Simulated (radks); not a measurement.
Values are calculated unless marked as measured or tabulated.
All-electron atom: neutral chromium in [Ar] 3d5 6p1 (not the ground configuration). Level of theory: Dirac Kohn-Sham, PBEsol, spin-unpolarised, spherical densities, point nucleus; open shells fill j = l - 1/2 first (a radial shooting solver on a logarithmic mesh with Libxc functionals).

Unscreened Slater integrals over Kohn-Sham orbitals (cm^-1). Large and small components are both included. Empty in this configuration: 6p3/2.

integral,value
"F0(6p1/2,6p1/2)",9294.7
"F0(6p1/2,3d5/2)",13488
"G3(6p1/2,3d5/2)",294.29
"F0(6p1/2,3d3/2)",13490
"G1(6p1/2,3d3/2)",351.25
"F0(6p1/2,3p3/2)",13594
"G2(6p1/2,3p3/2)",154.99
"F0(6p1/2,6p3/2)",9296.3
"G2(6p1/2,6p3/2)",5072.4
"F0(3d5/2,3d5/2)",146570
"F2(3d5/2,3d5/2)",64465
"F4(3d5/2,3d5/2)",39504
"F0(3d5/2,3d3/2)",146940
"F2(3d5/2,3d3/2)",64642
"G2(3d5/2,3d3/2)",64609
"G4(3d5/2,3d3/2)",39596
"F0(3d5/2,3p3/2)",170340
"F2(3d5/2,3p3/2)",77082
"G1(3d5/2,3p3/2)",95640
"G3(3d5/2,3p3/2)",56974
"F0(3d5/2,6p3/2)",13554
"F2(3d5/2,6p3/2)",828.14
"G1(3d5/2,6p3/2)",359.35
"G3(3d5/2,6p3/2)",299.61
"F0(3d3/2,3d3/2)",147310
"F2(3d3/2,3d3/2)",64820
"F0(3d3/2,3p3/2)",170850
"F2(3d3/2,3p3/2)",77380
"G1(3d3/2,3p3/2)",96009
"G3(3d3/2,3p3/2)",57202
"F0(3d3/2,6p3/2)",13556
"F2(3d3/2,6p3/2)",824.13
"G1(3d3/2,6p3/2)",356.64
"G3(3d3/2,6p3/2)",297.57
"F0(3p3/2,3p3/2)",204360
"F2(3p3/2,3p3/2)",101880
"F0(3p3/2,6p3/2)",13663
"F2(3p3/2,6p3/2)",562.07
"G0(3p3/2,6p3/2)",139.20
"G2(3p3/2,6p3/2)",159.99
"F0(6p3/2,6p3/2)",9298.0
"F2(6p3/2,6p3/2)",5060.3
